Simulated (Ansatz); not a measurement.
This geometry of CH₅FSSi₂ (10 atoms, charge 0, multiplicity 1) is a first-order saddle point.

These are results of RKS PBE0-D4/def2-SVP (Ansatz 0.2.0), not measurements.

```xyz
10
Properties=species:S:1:pos:R:3
C 0.303 -0.951 1.470
Si 0.583 0.170 0.010
F 2.189 0.275 -0.244
Si -0.794 0.657 -1.696
S -0.444 2.044 -0.035
H -0.245 -0.416 2.259
H 1.272 -1.289 1.867
H -0.284 -1.834 1.178
H -2.195 0.155 -1.790
H -0.301 1.139 -3.016
```

(1) Which two structures does it join? (They come from a converged band through this point; their orientation in space is the band's.)

(2) How far does it lie above each of them?

Answers

(1) No bond is made or broken. The dihedral H8–C1–Si2–S5 goes from 170 to 49°. The two ends are copies of one structure, up to a mirror image or an exchange of like atoms.

Initial state:

```xyz
10
Properties=species:S:1:pos:R:3
C 0.300 -1.101 1.352
Si 0.604 0.022 -0.092
F 2.123 -0.242 -0.618
Si -0.882 0.952 -1.495
S 0.082 2.082 0.119
H -0.722 -0.961 1.732
H 1.012 -0.867 2.159
H 0.437 -2.153 1.062
H -2.359 0.815 -1.351
H -0.511 1.402 -2.866
```

Final state:

```xyz
10
Properties=species:S:1:pos:R:3
C 0.315 -0.916 1.480
Si 0.575 0.204 0.025
F 2.178 0.413 -0.164
Si -0.782 0.583 -1.724
S -0.573 2.003 -0.065
H 0.732 -0.451 2.386
H 0.819 -1.882 1.322
H -0.759 -1.091 1.635
H -2.147 -0.001 -1.860
H -0.275 1.087 -3.031
```

(2) 0.050 eV above the first and 0.050 eV above the second. This is the barrier of this one path; another mechanism may lie lower.

Run time: 2.2 min on 2 threads of Arm Neoverse N1, on a shared host, peak memory 0.24 GiB.
